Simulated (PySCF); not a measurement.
# Distorted geometries of Hf(NH2)4

Hf(NH2)4 (singlet; a saddle point, relaxed within its symmetry). PySCF 2.14.0, RKS PBE0, Hf def2-SVP with ECP60, N def2-SVP, H def2-SVP; non-relativistic Hamiltonian with scalar-relativistic core potentials where named; density fitting; no spin-orbit coupling. Relaxed geometry:

```xyz
13

Hf    0.0000    0.0000    0.0000
N     2.0941    0.0000    0.0000
H     2.7058    0.7859    0.2158
H     2.7058   -0.7859   -0.2158
N     0.0000    2.0941    0.0000
H    -0.7859    2.7058    0.2158
H     0.7859    2.7058   -0.2158
N    -2.0941    0.0000    0.0000
H    -2.7058   -0.7859    0.2158
H    -2.7058    0.7859   -0.2158
N     0.0000   -2.0941    0.0000
H     0.7859   -2.7058    0.2158
H    -0.7859   -2.7058   -0.2158
```

Problem. Order these distorted geometries by energy above the relaxed one, lowest first.
A.
```xyz
13

Hf   -0.0628    0.0056    0.0145
N     2.0952    0.0245   -0.0109
H     2.6678    0.7648    0.1816
H     2.7496   -0.7873   -0.2018
N     0.0364    2.0721   -0.0244
H    -0.8268    2.6490    0.2513
H     0.7848    2.7006   -0.2283
N    -2.0457    0.0536   -0.0544
H    -2.7339   -0.8137    0.2603
H    -2.6827    0.7957   -0.2119
N    -0.0174   -2.0433   -0.0561
H     0.8029   -2.7296    0.2624
H    -0.7673   -2.6921   -0.1825
```
B.
```xyz
13

Hf   -0.1607    0.0246    0.0672
N     2.0964   -0.1193    0.0380
H     2.7902    0.8881    0.1564
H     2.7857   -0.7516   -0.2045
N    -0.0229    2.1631   -0.0206
H    -0.8146    2.7514    0.1740
H     0.8078    2.7352   -0.1861
N    -2.2011    0.0094   -0.0079
H    -2.7348   -0.7422    0.2324
H    -2.7258    0.6947   -0.2912
N    -0.0056   -2.1936   -0.0724
H     0.8488   -2.7363    0.3439
H    -0.6634   -2.7234   -0.2292
```
C.
```xyz
13

Hf   -0.0152    0.0154   -0.0229
N     2.0865    0.0215   -0.0205
H     2.7386    0.7467    0.2055
H     2.7006   -0.7905   -0.2953
N    -0.1036    2.0421    0.0766
H    -0.7051    2.6505    0.2135
H     0.7280    2.7204   -0.2575
N    -2.2206   -0.0148   -0.1392
H    -2.6990   -0.8320    0.2445
H    -2.6661    0.7750   -0.1787
N     0.0918   -2.1523    0.1023
H     0.8904   -2.5862    0.2566
H    -0.8263   -2.5958   -0.1850
```

Solution. A (0.92 eV), C (2.19 eV), B (2.62 eV).

Problem. Which forces (eV/Å) act in the one that lies 2.62 eV up?

Solution. 
```
Hf   3.42 -1.09 -0.26
N   -1.06  6.31  1.12
H   -2.87 -3.79 -0.34
H    1.72 -2.16 -0.72
N    0.44 -1.75 -0.03
H   -0.34  0.58  0.06
H   -0.30 -0.05  0.02
N    5.79 -2.48  1.31
H   -2.11 -2.84  0.84
H   -4.18  5.29 -2.19
N   10.86  8.45  3.74
H   -2.22  1.33 -1.28
H   -9.14 -7.81 -2.28
```
Forces carry noise of the integration grid, about 0.01 to 0.03 eV/Å.
